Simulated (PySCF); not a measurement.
H5Si2, SMILES [SiH2][SiH3], multiplicity 2.

Coordinates come from a B3LYP-D3(BJ)/def2-TZVP optimisation. The isomer is the one that the SMILES or the coordinates give; other isomers of the formula were not compared.

Two levels are set side by side: PBE/def2-TZVPD (PySCF) and r2SCAN/def2-TZVPD (PySCF). Same geometry, gas phase. Differences are taken from unrounded values.

| quantity | r2SCAN |
|---|---|
| α-spin orbital gap (eV) | 5.12 |
| β-spin orbital gap (eV) | 4.51 |
| mean polarisability (bohr³) | 65.5 |

Problem. What does PBE give, and how far is it from r2SCAN? (An estimate is asked for; the answer gives what the named calculation found.)

Solution. 
```json
[
 {"quantity": "α-spin orbital gap (eV)", "PBE": "4.47", "PBE minus r2SCAN": "-0.65"},
 {"quantity": "β-spin orbital gap (eV)", "PBE": "3.79", "PBE minus r2SCAN": "-0.72"},
 {"quantity": "mean polarisability (bohr³)", "PBE": "68.0", "PBE minus r2SCAN": "2.5"}
]
```

Rough cost on one machine, each run with all the roots and properties that it gave: r2SCAN against PBE within a factor of 2.
